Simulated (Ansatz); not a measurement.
Computed with Ansatz on PBE0-D4/def2-TZVP structures; ΔE is electronic, products minus reactants. CCSD(T)/CBS is the MP2 limit (def2-TZVPP, def2-QZVPP) plus CCSD(T) − MP2 in def2-TZVPP, frozen cores. This one scheme is used for every species. Functionals use def2-TZVPP. For As, Ga outer-core shells are correlated without core-valence functions, which leaves a few kJ/mol of doubt a bond. Scalar relativity is left out up to krypton.

Consider the cleavage of the As–Ga bond: `[GaH2][AsH2]` + CH₃OH → `CO[AsH2]` + `[GaH3]`.

CCSD(T)/CBS gives +93.7 kJ/mol.

Another level gave +88.1 kJ/mol. Which?
A. revPBE/def2-TZVPP
B. CCSD(T)/def2-TZVPP
C. CAM-B3LYP-D4/def2-TZVPP
D. ωB97M-V/def2-TZVPP

B. CCSD(T)/def2-TZVPP 88.1, ωB97M-V 83.6, revPBE 93.5, CAM-B3LYP-D4 79.6 kJ/mol.

What do rigid-rotor, harmonic-oscillator terms from PBE0-D4/def2-TZVP frequencies (298.15 K, 1 bar) make of the CCSD(T)/CBS value? (Estimate.)

The calculation gave: ΔZPE = -9.8 kJ/mol, ΔH = +82.9 kJ/mol, ΔS = -27 J/(mol·K), ΔG = +91.1 kJ/mol.

Largest T1 diagnostic among the species: 0.013.

Leaving LDA and LC-ωPBE aside and taking each functional with its dispersion term where it has one, the values, not all of them listed here, spread over 29.2 kJ/mol, from B97M-V to HSE06-D4. From r2SCAN to r2SCAN0 (25 % exact exchange), in def2-TZVPP and without D4, ΔE moves by +5.9 kJ/mol. In def2-TZVPP, CCSD(T) changes the Hartree–Fock value by +5.5 kJ/mol (the triples alone add −0.7 kJ/mol) and MP2 by +8.3 kJ/mol.
